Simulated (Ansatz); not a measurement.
Born–Oppenheimer molecular dynamics of BCl2HO (5 atoms, charge 0, multiplicity 1). It goes on from the last frame of an earlier run, with new velocities.

All numbers below come from RHF/def2-SVP (Ansatz 0.2.0).

```yaml
ensemble: NVE (velocity Verlet)
time_step: 0.5 fs
steps_asked: 250
starting_velocities_drawn_for: 700 K
seed: 873584
```

First frame:

```xyz
5
Properties=species:S:1:pos:R:3
B 0.040 0.055 0.021
O -0.224 -0.119 1.324
H -1.111 -0.502 1.290
Cl 1.532 0.035 -0.899
Cl -1.467 -0.023 -0.858
```

(1) How far do the bonds stretch over the last three quarters of this one trajectory? (Pairs bonded in most of those frames.)

Results:

(1) 
| bond | mean (Å) | spread (Å) | shortest | longest |
| --- | --- | --- | --- | --- |
| B1–O2 | 1.337 | 0.028 | 1.29 | 1.39 |
| B1–Cl4 | 1.762 | 0.071 | 1.64 | 1.88 |
| B1–Cl5 | 1.801 | 0.079 | 1.64 | 1.90 |
| O2–H3 | 0.951 | 0.014 | 0.93 | 0.98 |

Mean temperature of the second half: 1144 K. The conserved energy stayed within 0.12 meV per atom of its start (net change -0.03 meV per atom), so the integration is sound. The kinetic energy rose, since the run started high on the potential surface and went downhill. A run of 0.12 ps of so small a system gives no equilibrium averages.

Run time: 3.3 min on 1 thread of Arm Neoverse V1 (shared host), peak memory 0.11 GiB.
